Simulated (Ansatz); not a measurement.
Ansatz (a program for electronic structure) input (SVWN5/def2-TZVPD):

Ansatz 0.2 input:
```yaml
crystal:
  periodic: [false, false, false]
  atoms:
    - {symbol: Si, position_ang: [0.00464129, -0.01283827, 0.02301479]}
    - {symbol: C, position_ang: [1.69457611, 0.32126507, -0.73395547]}
    - {symbol: C, position_ang: [-0.97788287, -1.08804769, -1.15613694]}
    - {symbol: C, position_ang: [-0.84798403, 1.62705421, 0.33222432]}
    - {symbol: N, position_ang: [0.06741607, -0.84786217, 1.54080530]}
    - {symbol: H, position_ang: [1.60704398, 0.84839782, -1.68792334]}
    - {symbol: H, position_ang: [2.23555547, -0.61037211, -0.91791051]}
    - {symbol: H, position_ang: [2.30948705, 0.93492088, -0.07081368]}
    - {symbol: H, position_ang: [-1.05126951, -0.62304759, -2.14206248]}
    - {symbol: H, position_ang: [-1.98977667, -1.25657494, -0.78302963]}
    - {symbol: H, position_ang: [-0.50352008, -2.06380088, -1.29077800]}
    - {symbol: H, position_ang: [-1.85896635, 1.47757818, 0.71577510]}
    - {symbol: H, position_ang: [-0.91557021, 2.21329330, -0.58724058]}
    - {symbol: H, position_ang: [-0.29820086, 2.22771229, 1.06173847]}
    - {symbol: H, position_ang: [0.39273315, -0.37224727, 2.36836327]}
    - {symbol: H, position_ang: [0.32333815, -1.82271828, 1.57324583]}
basis:
  gaussian:
    orbitals: def2-TZVPD
hamiltonian:
  xc: {name: SVWN5}
output: {forces: true}
```

Output:

```
Functional definition: SVWN5
integrals: 0.26 GiB planned
1537 factors; their error is unknown
mean field: 1.94 GiB planned
mean field evaluation 1: about -12555.6510 eV, gradient 1.2e2 eV
mean field evaluation 2: about -12488.5065 eV, gradient 1.8e2 eV
mean field evaluation 4: about -12586.1561 eV, gradient 2.1e1 eV
mean field evaluation 8: about -12587.0939 eV, gradient 2.2e-1 eV
mean field evaluation 16: about -12587.0482 eV, gradient 5.8e-3 eV
mean field -12587.04818064 eV, -462.5654888309 hartree, gradient 4.7e-5 eV, S^2 0.000000; 0 other end points of the search recorded, 0 dependent functions left out
the calculation of the forces begins
reference -12587.04824001 eV, -462.5654910125 hartree; 25, 25 occupied and 265, 265 virtual orbitals, 1537 factors
Total energy: -12587.04824001 eV, -462.5654910125 hartree
Atom 0 at     0.004641    -0.012838     0.023015 Å, force    -0.013749     0.043885    -0.078855 eV/Å
Atom 1 at     1.694576     0.321265    -0.733955 Å, force    -0.518100    -0.098913     0.225657 eV/Å
Atom 2 at    -0.977883    -1.088048    -1.156137 Å, force     0.311776     0.322530     0.384687 eV/Å
Atom 3 at    -0.847984     1.627054     0.332224 Å, force     0.271503    -0.519239    -0.076753 eV/Å
Atom 4 at     0.067416    -0.847862     1.540805 Å, force    -0.262556     0.331595    -0.581988 eV/Å
Atom 5 at     1.607044     0.848398    -1.687923 Å, force    -0.048688     0.151630    -0.272358 eV/Å
Atom 6 at     2.235555    -0.610372    -0.917911 Å, force     0.131813    -0.279216    -0.042306 eV/Å
Atom 7 at     2.309487     0.934921    -0.070814 Å, force     0.153561     0.175349     0.206876 eV/Å
Atom 8 at    -1.051270    -0.623048    -2.142062 Å, force     0.000130     0.153149    -0.270767 eV/Å
Atom 9 at    -1.989777    -1.256575    -0.783030 Å, force    -0.292363    -0.033830     0.134748 eV/Å
Atom 10 at    -0.503520    -2.063801    -1.290778 Å, force     0.155463    -0.267854    -0.024957 eV/Å
Atom 11 at    -1.858966     1.477578     0.715775 Å, force    -0.294277    -0.073819     0.112827 eV/Å
Atom 12 at    -0.915570     2.213293    -0.587241 Å, force    -0.000218     0.145893    -0.274745 eV/Å
Atom 13 at    -0.298201     2.227712     1.061738 Å, force     0.175595     0.152931     0.205708 eV/Å
Atom 14 at     0.392733    -0.372247     2.368363 Å, force     0.131731     0.246479     0.367166 eV/Å
Atom 15 at     0.323338    -1.822718     1.573246 Å, force     0.098382    -0.450570    -0.014942 eV/Å
Dipole moment:     0.124340    -0.035132     0.053237 e Å
```
